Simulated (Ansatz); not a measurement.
CH₃NSe, SMILES `N=C[SeH]`. Charge 0, multiplicity 1. Geometry: relaxed with PBE0-D4/def2-TZVP. It is one conformer, not always the lowest.

```xyz
6

N    -0.906   -0.631   -0.902
C    -0.044   -0.181   -0.105
Se   -0.188    1.608    0.525
H    -0.707   -1.596   -1.157
H     0.822   -0.723    0.287
H     1.023    1.523    1.351
```

Task: What is the dipole moment at PBE/def2-TZVPP? (Best estimate.)

Result: The calculation gave: 2.44 D, with components (1.97, -1.08, 0.95) D in this frame, pointing from negative to positive charge.

Task: And with r2SCAN, B3LYP, ωB97M-V? (Estimate.)

Result: Ansatz gave: r2SCAN 2.56 D, B3LYP 2.53 D, ωB97M-V 2.60 D.

Task: Give the Mulliken charges with PBE, ωB97M-V, B3LYP in def2-TZVPP. (An estimate is asked.)

Result: Ansatz gave: 
```csv
atom,PBE,ωB97M-V,B3LYP
N1,-0.24,-0.24,-0.25
C2,-0.09,-0.08,-0.09
Se3,0.05,0.03,0.06
H4,0.16,0.13,0.15
H5,0.08,0.10,0.09
H6,0.04,0.05,0.03
```

B3LYP here is the variant with VWN-RPA as its local correlation; programs differ in this.
